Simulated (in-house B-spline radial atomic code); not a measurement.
Relativistic effects in Ge4+, [Ar] 3d10: non-relativistic Hartree-Fock (point nucleus) against Dirac-Hartree-Fock (Fermi nucleus of rms radius 4.0742 fm), both averages of the configuration, computed with an all-electron radial atomic-structure program (B-spline basis).

```tsv
orbital	ε NR (Eh)	ε Dirac (Eh)	<r> NR (bohr)	<r> Dirac (bohr)	change of <r> (%)
1s1/2	-407.07	-412.9	0.04784	0.04698	-1.8
2s1/2	-53.942	-55.257	0.2131	0.209	-1.9
2p1/2	-48.035	-49.142	0.1852	0.1812	-2.2
2p3/2	-48.035	-47.957	0.1852	0.1847	-0.2
3s1/2	-8.9644	-9.1931	0.6328	0.6226	-1.6
3p1/2	-6.9453	?	0.6494	?	?
3p3/2	-6.9453	?	0.6494	?	?
3d3/2	-3.4189	-3.4101	0.7078	0.7076	0.0
3d5/2	-3.4189	-3.3858	0.7078	0.7121	+0.6
```

Q: What happens to 3p3/2?

A: Its energy goes to -6.9514 hartree and <r> to 0.6481 bohr (-0.20 %).

Q: What happens to 3p1/2?

A: Its energy goes to -7.1188 hartree and <r> to 0.6384 bohr (-1.69 %).

Q: What explains the pattern of contraction and expansion?

A: Expansion is seen in 3d5/2. The s and p1/2 orbitals contract directly, screen the nucleus better, and so push out orbitals that have little density near the nucleus; spin-orbit coupling adds to this for j = l + 1/2 and opposes it for j = l - 1/2.

Q: By how much does the total energy change?

A: By -22.09 hartree, from -2071.747 to -2093.837.
